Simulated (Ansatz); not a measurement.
The pair A = HCl (SMILES Cl) (first 2 atoms), B = H2Se (SMILES [SeH2]); geometry from B3LYP-D3(BJ)/def2-TZVP.
(charge 0, multiplicity 1):
```xyz
5

Cl     0.274    -0.689    -0.393
H      0.138    -0.227     0.814
Se    -0.033     0.552     3.197
H      1.403     0.296     3.389
H     -0.369    -0.813     3.631
```

Cores are frozen in the correlated methods. Filled d and f shells under p-block atoms count as core. MP2 and its Hartree–Fock in def2-QZVPPD are density fitted.

Programs: Ansatz (a program for electronic structure) with Gaussian orbitals. Values without a source in brackets are computed.

The counterpoise-corrected interaction energy is E(AB) − E(A in the pair's basis) − E(B in the pair's basis). Total energies (hartree):

```json
[
 {"level": "HF/def2-TZVPPD", "AB": "-2861.1048785", "A in the pair's basis": "-460.0993470", "B in the pair's basis": "-2401.0049133"},
 {"level": "CCSD(T)/def2-TZVPPD", "AB": "-2861.5431594", "A in the pair's basis": "-460.3338065", "B in the pair's basis": "-2401.2051360"},
 {"level": "HF/def2-QZVPPD", "AB": "-2861.1644166", "A in the pair's basis": "-460.1116853", "B in the pair's basis": "-2401.0521342"},
 {"level": "CCSD(T)/def2-QZVPPD", "AB": "-2861.6345933", "A in the pair's basis": "-460.3648135", "B in the pair's basis": "-2401.2650287"}
]
```

### Question
Work out the counterpoise-corrected interaction energy at the basis-set limit: extrapolate the CCSD(T) correlation part as X⁻³, take Hartree–Fock from the larger set.

### Answer

1. Differences (1 hartree = 627.509 kcal/mol): HF/def2-TZVPPD -0.388; CCSD(T)/def2-TZVPPD -2.646; HF/def2-QZVPPD -0.375; CCSD(T)/def2-QZVPPD -2.981.
2. Correlation parts, CCSD(T) less HF: -2.258 in def2-TZVPPD (X = 3), -2.607 in def2-QZVPPD (X = 4).
3. Limit (4³·(-2.607) − 3³·(-2.258))/(4³ − 3³) = -2.861; with HF/def2-QZVPPD it gives -3.236.
Result: -3.24 kcal/mol, against -2.65 at CCSD(T)/def2-TZVPPD. It is an estimate of this method's limit, not of the exact value.
